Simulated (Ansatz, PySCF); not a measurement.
Spin states of H2O2Ru (SMILES [OH][Ru][OH]), each relaxed with B3LYP-D3(BJ)/def2-TZVP.
State 1 (charge 0, multiplicity 5):
```xyz
5

Ru    -0.108    -0.143    -0.145
O      1.363    -0.051    -1.360
H      1.860     0.735    -1.602
O     -1.598    -0.265     1.045
H     -1.570    -0.246     2.005
```
State 2 (charge 0, multiplicity 1):
```csv
atom,x (Å),y (Å),z (Å)
Ru,0.2003,0.3685,0.2855
O,1.4206,0.2042,-1.0263
H,1.4810,0.1935,-1.9885
O,-1.3262,0.0061,1.1658
H,-1.8294,-0.7426,1.5063
```

Singlets are restricted, other states unrestricted; no spin–orbit coupling, no relativity up to Kr; see below for the cores. The largest T1 diagnostic is 0.081.

Codes used: Ansatz (a first-principles code) with Gaussian orbitals; PySCF for the dispersion terms.  In def2 rows elements past Kr take small-core potentials, without spin–orbit coupling.

One of these levels gives 28.01 kcal/mol for the energy of the multiplicity-1 state less that of the multiplicity-5 state. Name it.
A) r2SCAN/def2-TZVPP
B) PBE-D3(BJ)/def2-TZVPP
C) BLYP-D3(BJ)/def2-TZVPP
D) CAM-B3LYP-D3(BJ)/def2-TZVPP

A, r2SCAN/def2-TZVPP. The others give 14.74 (PBE-D3(BJ)/def2-TZVPP), 11.88 (BLYP-D3(BJ)/def2-TZVPP), 23.02 (CAM-B3LYP-D3(BJ)/def2-TZVPP)
